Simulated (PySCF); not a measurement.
**Which functional comes closest?**

Molecule: 2-Bromopyridine (Brc1ccccn1, C₅H₄BrN).

Atoms are numbered as in `[Br:1][c:2]1[cH:3][cH:4][cH:5][cH:6][n:7]1` (H(Xn): hydrogen on atom n).

Geometry PBE0-D3(BJ)/def2-SVP throughout; GIAO in PySCF, gas phase, one conformer, non-relativistic; equivalent atoms averaged; basis pcSseg-1.

Reference values (estimated from measurements, as parent shift plus tabulated substituent increments; solution, not stated per compound (mostly CDCl3 or CCl4); Pretsch, Buehlmann, Badertscher, Structure Determination of Organic Compounds, 4th ed. (2009)): δ(C2) = 142.3 ppm, δ(C3) = 128.3 ppm, δ(C4) = 138.5 ppm, δ(C5) = 122.6 ppm, δ(C6) = 150.3 ppm, δ(H(C3)) = 7.51 ppm, δ(H(C4)) = 7.56 ppm, δ(H(C5)) = 7.28 ppm. Computed shifts are taken against TMS, calculated as an isolated molecule at each level.

Question: How do the functionals HF, LDA, KT2, KT3, B3LYP, PBE0, B97-2, BHandHLYP, wB97X-D perform against the reference? Times are CPU seconds on shared hosts with different chips, so compare them loosely; the GGAs took longer than the global hybrids here, which isn't the general rule, and the cause wasn't traced.

Answer: 
```
functional                    kind     C2     C3     C4     C5     C6  H(C3)  H(C4)  H(C5)  mean abs. error C  mean abs. error H  core-s
        HF            Hartree–Fock  163.7  133.3  148.7  126.4  158.9   7.51   7.90   7.17                9.8               0.15     7.5
       LDA                     LDA  172.0  138.2  145.3  130.2  158.7   7.45   7.47   7.03               12.5               0.13      21
       KT2                     GGA  155.9  125.5  131.0  116.8  144.2   7.15   7.20   6.70                7.2               0.43      25
       KT3                     GGA  154.1  123.8  129.4  115.5  142.5   7.12   7.21   6.70                8.1               0.44      26
     B3LYP           global hybrid  167.5  135.1  143.1  127.3  155.8   7.33   7.43   6.94                9.4               0.22      13
      PBE0           global hybrid  164.8  134.5  142.9  126.9  155.5   7.45   7.59   7.09                8.5               0.09      16
     B97-2           global hybrid  162.1  131.4  139.6  123.9  152.2   7.38   7.52   7.01                5.4               0.15      17
 BHandHLYP           global hybrid  166.6  136.0  146.3  128.6  158.2   7.43   7.63   7.08               10.7               0.12      18
   wB97X-D  range-separated hybrid  164.2  135.4  144.6  127.9  156.7   7.47   7.64   7.13                9.4               0.09      23
```

For ¹³C the closest is B97-2 (5.4 ppm) and the furthest LDA (12.5 ppm).

For ¹H the closest is wB97X-D (0.09 ppm, with PBE0, BHandHLYP practically level) and the furthest KT3 (0.44 ppm). One molecule is a small sample, and vibrational and solvent effects are absent from the calculation.

Relativistic effects, spin–orbit coupling among them, are left out; they matter for Br and for the light atoms bonded to it.
